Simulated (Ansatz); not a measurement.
Relaxation of Cl4FH3PTa (10 atoms, charge 0, multiplicity 1), to a largest force component of 0.03 eV/Å in at most 50 steps.

Computed with RKS PBE/def2-SVP (Ansatz 0.2.0).

```xyz
10
Properties=species:S:1:pos:R:3
Ta -0.543 -0.504 -0.336
Cl 2.968 0.547 -0.100
F -0.040 -1.186 1.361
Cl -0.421 0.151 -2.578
Cl -0.315 1.672 0.431
Cl -2.683 -1.280 -0.323
P 1.102 -2.271 -1.099
H 0.731 -3.297 -0.162
H 0.390 -2.791 -2.231
H 3.111 -0.640 -0.708
```

Where does it end, and by what steps?

The run converged. After 12 steps the energy has fallen by 0.105 eV; Cl2 moved furthest, 0.74 Å.

```json
{"step": "0", "energy less start (eV)": "0.0000", "largest force component (eV/Å)": "0.750", "accepted": "yes"}
{"step": "1", "energy less start (eV)": "-0.0160", "largest force component (eV/Å)": "0.984", "accepted": "yes"}
{"step": "2", "energy less start (eV)": "-0.0311", "largest force component (eV/Å)": "0.240", "accepted": "yes"}
{"step": "3", "energy less start (eV)": "-0.0384", "largest force component (eV/Å)": "0.485", "accepted": "yes"}
{"step": "4", "energy less start (eV)": "-0.0585", "largest force component (eV/Å)": "0.234", "accepted": "yes"}
{"step": "5", "energy less start (eV)": "-0.0740", "largest force component (eV/Å)": "0.236", "accepted": "yes"}
{"step": "6", "energy less start (eV)": "-0.0835", "largest force component (eV/Å)": "0.479", "accepted": "yes"}
{"step": "7", "energy less start (eV)": "-0.0908", "largest force component (eV/Å)": "0.248", "accepted": "yes"}
{"step": "8", "energy less start (eV)": "-0.0858", "largest force component (eV/Å)": "0.571", "accepted": "no"}
{"step": "9", "energy less start (eV)": "-0.1016", "largest force component (eV/Å)": "0.131", "accepted": "yes"}
{"step": "10", "energy less start (eV)": "-0.1036", "largest force component (eV/Å)": "0.092", "accepted": "yes"}
{"step": "11", "energy less start (eV)": "-0.1043", "largest force component (eV/Å)": "0.053", "accepted": "yes"}
{"step": "12", "energy less start (eV)": "-0.1046", "largest force component (eV/Å)": "0.021", "accepted": "yes"}
```

```xyz
10
Properties=species:S:1:pos:R:3
Ta -0.785 -0.533 -0.333
Cl 3.693 0.426 -0.195
F -0.368 -1.318 1.342
Cl -0.793 -0.006 -2.608
Cl -0.154 1.565 0.348
Cl -2.976 -1.218 -0.262
P 1.107 -2.070 -1.015
H 0.894 -3.206 -0.169
H 0.709 -2.640 -2.264
H 2.973 -0.601 -0.590
```

Whether the end is a true minimum wasn't checked by a vibrational analysis.

Run time: 41 s on 4 threads of Arm Neoverse V1, with other jobs on the host, peak memory 0.26 GiB.
